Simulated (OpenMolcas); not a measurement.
## Ti2+: effect of the metal basis

Ti2+ with its 8 nearest fluoride ions at 2.373 Å, on the Sr site of SrF2 (a = 5.796 Å, distance in the model lattice 2.510 Å). The rest of the host is ab initio model potentials to 7.6 Å and point charges beyond; the distance is set by hand and nothing relaxes.

| Property | Result |
| --- | --- |
| Program | OpenMolcas |
| Method | SS-CASPT2, IPEA 0.25 Eh, imaginary shift 0.1 Eh (closed shells correlated: 3s 3p and the ligand valence shells) |
| Spin-orbit coupling | state interaction with AMFI integrals over the reference wave functions |

Fixed: ligand basis ANO-RCC-VDZP, active space 2 electrons in 5 orbitals (3d), DKH2 Hamiltonian.

States (labels of O, the rotations of Oh). Energies in cm-1 above the lowest state or level, χT in cm3 K/mol.

| Run | Metal basis | Ground state | First state of that spin | First gap with spin-orbit (degeneracies) | χT at 300 K | First state of another spin | Cost |
| --- | --- | --- | --- | --- | --- | --- | --- |
| A | ANO-RCC-VDZP | 3A2 | 3T2 5580 | 5520 (3, 1) | 1.021 | 1E 9610 | roughly 90 core-seconds |
| B | ANO-RCC-VTZP | 3A2 | 3T2 5120 | 5060 (3, 1) | 1.023 | 1E 9180 | roughly 2.9 core-minutes |

Against A, the first state of the same spin changes by -8.2 % in B.

Costs are those of the CASPT2 steps.

Roots that are degenerate in the reference are averaged as groups; the widest CASPT2 spread within a group is 590 cm-1 (the 3-fold group of multiplicity 3 near 5580 cm-1 above the lowest state of its run, A). Shifts and gaps below about the spread of the groups concerned are not significant. Over all roots computed the reference weight is 0.69 to 0.70 in A, 0.68 to 0.69 in B; a low but even weight reflects the number of correlated electrons. Ligand-to-metal charge-transfer states are missing. These CASPT2 states fit no ligand-field parameters well, so their order and spin gaps are uncertain. With no ligand orbital active B as a rule stays too high, so bands that hang on it stand too high and its fall with covalency is understated. With one d shell and no ligand orbital active, 10Dq can be off by tens of per cent for divalent 3d ions, low with halides held by bare charges and at times high in hosts. Free-ion shares, where given, are those of the reference states; single-state CASPT2 does not remix them. No measured value stands beside these numbers; the geometry was set by hand and not optimised.
